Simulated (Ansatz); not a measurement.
Total energies of C2H6AlClO.

Z-matrix (Å, degrees):
```
C
C 1 1.472
H 1 1.095 2 108.6
H 1 1.095 2 108.7 3 -114.8
H 1 1.088 2 111.9 3 122.6
O 2 1.222 1 122.5 3 -122.3
H 2 1.100 1 119.0 3 57.7
Al 6 1.953 2 128.3 1 179.9
Cl 8 2.161 6 98.8 2 0.2
H 8 1.585 6 100.7 2 116.9
H 8 1.585 6 100.7 2 -116.4
```

The species carries charge 0 and has multiplicity 1. The bonds changed during the relaxation, so this is another structure than the one it started from. Geometry: relaxed with PBE0-D4/def2-TZVP. It is one conformer, not always the lowest. Basis def2-TZVPP, Ansatz.

RPA on PBE orbitals: Hartree–Fock energy of these orbitals -855.61783 Eh, correlation -1.40664 Eh (frozen core).

```
             functional  energy without D4 (Eh)  D4 term (kJ/mol)
            LDA (SPW92)              -853.99280                 –
                 revPBE              -857.64407             -64.3
                   BLYP              -857.77904             -46.7
                 r2SCAN              -857.69184              -5.4
                 B97M-V              -857.64592                 –
                   PBE0              -857.38686             -18.2
                  B3LYP              -857.88170             -34.4
                r2SCANh              -857.68047              -5.8
                r2SCAN0              -857.66466              -6.4
HSE06 (plane-wave form)              -857.36457             -17.0
                  BHLYP              -857.75265             -26.5
              CAM-B3LYP              -857.78728             -18.5
                LC-ωPBE              -857.53199                 –
                 B2PLYP              -857.46626                 –
```

Q: Give the same for PBE, ωB97X-V, ωB97M-V, PBE-QIDH. (Best estimate.)

A: Ansatz gave: 
| functional | energy without D4 (Eh) | D4 term (kJ/mol) |
| --- | --- | --- |
| PBE | -857.31313 | -21.4 |
| ωB97X-V | -857.68044 | – |
| ωB97M-V | -857.72796 | – |
| PBE-QIDH | -857.19608 | – |

B3LYP takes the VWN-RPA correlation (the form of Gaussian; ORCA's B3LYP/G). HSE06 is the plane-wave form, built on full-range PBE exchange. The double hybrids freeze the cores in their second-order part.

LC-ωPBE has ω = 0.4 bohr⁻¹.
